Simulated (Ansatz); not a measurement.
The same molecule with X = F, Cl, Br. Ansatz, PBE0-D4/def2-TZVP geometries, multiplicity 1. Each molecule was computed in one conformer, which needn't be the lowest.

Scalar relativity is left out up to krypton.

```tsv
X	molecule	mean X–B bond length / Å	size of the dipole moment (ωB97M-V/def2-TZVPP) / D	size of the dipole moment (B3LYP/def2-TZVPP) / D	HOMO–LUMO gap (PBE/def2-TZVPP) / eV
F	`NB(F)S`	1.338	1.73	1.73	5.69
Br	`NB(S)Br`	1.938	1.89	1.86	5.53
```

**Question.** Give the row for X = Cl, `NB(S)Cl`. (Estimate.)

**Answer.** Computed: 
```tsv
X	molecule	mean X–B bond length / Å	size of the dipole moment (ωB97M-V/def2-TZVPP) / D	size of the dipole moment (B3LYP/def2-TZVPP) / D	HOMO–LUMO gap (PBE/def2-TZVPP) / eV
Cl	`NB(S)Cl`	1.772	3.25	3.24	5.67
```

From F to Br the mean X–B bond length rises at each step, by 0.600 Å in all; the HOMO–LUMO gap (PBE/def2-TZVPP) falls at each step, by 0.16 eV in all. Bonds lengthen as the atom grows down the group. Dipoles are sizes alone, and their direction can turn along the series.

B3LYP here is the variant with VWN-RPA as its local correlation; programs differ in this.

Spin–orbit coupling is left out; it splits and shifts lone-pair levels of the heavy atoms by tenths of an eV.
